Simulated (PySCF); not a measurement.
**EPR parameters of C6H10NSi**

C6H10NSi (doublet state).
SMILES with atom numbers: `[CH3:1][Si:2]([CH3:3])[n:4]1[cH:5][cH:6][cH:7][cH:8]1` (hydrogens: H9, H10, H11 on C1; H12, H13, H14 on C3; H15 on C5; H16 on C6; H17 on C7; H18 on C8)

Cartesian coordinates in Å at the GFN2-xTB level; atoms count from 1:
```
atom  x, y, z in Å
C1    -1.8573    1.5108   -0.6537
Si2   -1.1703   -0.2665   -0.6145
C3    -1.9762   -1.3302    0.7422
N4     0.5535   -0.1589   -0.2752
C5     1.2789   -0.9401    0.5844
C6     2.5928   -0.5885    0.5212
C7     2.6944    0.4523   -0.4323
C8     1.4366    0.6827   -0.8991
H9    -1.4564    2.0852   -1.4827
H10   -1.6041    2.0360    0.2665
H11   -2.9386    1.5047   -0.7496
H12   -3.0557   -1.3345    0.6292
H13   -1.6385   -2.3611    0.7080
H14   -1.7454   -0.9326    1.7293
H15    0.7969   -1.6845    1.1860
H16    3.3975   -1.0144    1.0884
H17    3.5916    0.9601   -0.7285
H18    1.0916    1.3858   -1.6312
```

The hyperfine couplings belong to this conformer and change with its torsions.

Method: UKS B3LYP, pcH-1 on C H N Si, non-relativistic, mean-field spin-orbit, GIAO in PySCF 2.14.0. Geometry: GFN2-xTB, one conformer, isolated molecule. Couplings are sensitive to structure, and on GFN2-xTB geometries they can be far from those on DFT ones, by a factor of two or more for some ions and for spin on atoms past the first row. Stability of the SCF solution: not tested.

```json
{
  "g1, g2, g3": "2.00160, 2.00212, 2.00381",
  "g_iso": "2.00251",
  "Form of g": "rhombic: the two nearest values differ by 24 % of g3 − g1",
  "⟨S²⟩": "0.7513 (exact 0.7500)",
  "α and β electrons": "34, 33",
  "HOMO–LUMO gap, α and β orbitals": "5.94, 3.51 eV",
  "Basis functions": "310"
}
```

Hyperfine couplings atom by atom, in G; T1 to T3 are the principal values of the dipolar part; ρ(0) is the spin density at the nucleus (MHz turned into gauss with g_iso; 10 G = 1 mT):

```
atom  isotope   a_iso  of which spin–orbit     T1    T2    T3  Mulliken spin population  ρ(0) (bohr⁻³)
  C1      13C    21.2                  0.0   -2.3  -2.1   4.4                      0.03         0.0530
 Si2     29Si  -204.4                  0.4  -54.7  27.1  27.5                      0.85         0.6458
  C3      13C    16.6                  0.0   -1.9  -1.7   3.7                      0.02         0.0413
  N4      14N     4.2                  0.0   -1.1  -1.1   2.1                      0.02         0.0364
  C5      13C     0.0                  0.0   -0.5  -0.3   0.8                      0.00         0.0001
  C6      13C     1.1                  0.0   -0.9  -0.7   1.6                      0.03         0.0027
  C7      13C     0.0                  0.0   -0.5  -0.3   0.8                      0.01         0.0001
  C8      13C    -0.1                  0.0   -0.6  -0.1   0.7                      0.00        -0.0002
  H9       1H     0.8                  0.0   -1.9  -1.0   2.9                      0.00         0.0005
 H10       1H    16.8                  0.0   -1.6  -0.1   1.7                      0.03         0.0105
 H11       1H    -1.7                  0.0   -1.8  -0.8   2.5                      0.00        -0.0010
 H12       1H    -1.2                  0.0   -1.6  -0.8   2.4                      0.00        -0.0007
 H13       1H     0.8                  0.0   -1.7  -1.0   2.6                      0.00         0.0005
 H14       1H    16.8                  0.0   -1.5  -0.1   1.5                      0.02         0.0105
 H15       1H     0.0                  0.0   -0.7  -0.4   1.1                      0.00         0.0000
 H16       1H    -0.4                  0.0   -0.6  -0.2   0.8                      0.00        -0.0002
 H17       1H    -0.4                  0.0   -0.4  -0.2   0.6                      0.00        -0.0002
 H18       1H    -0.3                  0.0   -0.9  -0.5   1.3                      0.00        -0.0002
```

The largest Mulliken spin population is on Si2 (+0.85). The angles at Si2 add up to 328.1°, so it is pyramidal.

Axes: g3 points within 14° of the Si2–N4 bond.

Under fast tumbling the dipolar parts average out, and these isotropic splittings remain: 6 × 1H (H9 (×6), I = 1/2, 7 lines) with 0.54 mT, 1 × 14N (N4, I = 1, 3 lines) with 0.42 mT, 1 × 1H (H17, I = 1/2, 2 lines) with 0.04 mT, 1 × 1H (H16, I = 1/2, 2 lines) with 0.04 mT and 1 × 1H (H18, I = 1/2, 2 lines) with 0.03 mT.

Class means assume fast exchange of nuclei equivalent by connectivity; if that motion is slow, each nucleus keeps its own coupling. C5 and C8, with what hangs on them, aren't averaged: N4 is flat or nearly so (angle sum 360°), and its turn about the short N4–Si2 bond (1.76 Å) is taken as slow. The six 1H nuclei of mean +15.1 MHz run from -4.7 to 47.0 MHz in the frozen geometry.

The 13C coupling of C1/C3 (mean 53.0 MHz) shows only in satellite lines or after enrichment, since that isotope makes up about 1.07 % of natural carbon.

The 29Si coupling of Si2 (-572.9 MHz) shows only in satellite lines or after enrichment, since that isotope makes up about 4.7 % of natural silicon.

Hardware: Arm Neoverse V1, one thread, shared host with 32 logical CPUs at a one-minute load of 27. Cost: 2.3 min (grids of density and orbitals included), 1.1 GiB resident at most.
